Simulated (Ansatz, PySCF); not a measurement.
This singlet lies 1.70 eV below the relaxed triplet at the level composite: frozen-core CCSD(T) with HF/cc-pVQZ and the correlation energy extrapolated as X^-3 from cc-pVTZ and cc-pVQZ, plus CCSDT(Q) minus CCSD(T) in cc-pVDZ // B3LYP-D3(BJ)/def2-TZVP (Ansatz, a quantum-chemistry and plane-wave program).

```xyz
3

Cl     1.5685    -0.3174     0.0000
Ge    -0.3248     0.8170     0.0000
H     -1.2436    -0.4995     0.0000
```

Charge 0, multiplicity 1.

Problem. Give the Mulliken and meta-Löwdin atomic charges from PBE-D3(BJ)/def2-TZVP // B3LYP-D3(BJ)/def2-TZVP (PySCF).

Solution. 
| atom | Mulliken (e) | meta-Löwdin (e) |
|---|---|---|
| Cl1 | -0.28 | -0.26 |
| Ge2 | 0.30 | 0.33 |
| H3 | -0.02 | -0.08 |
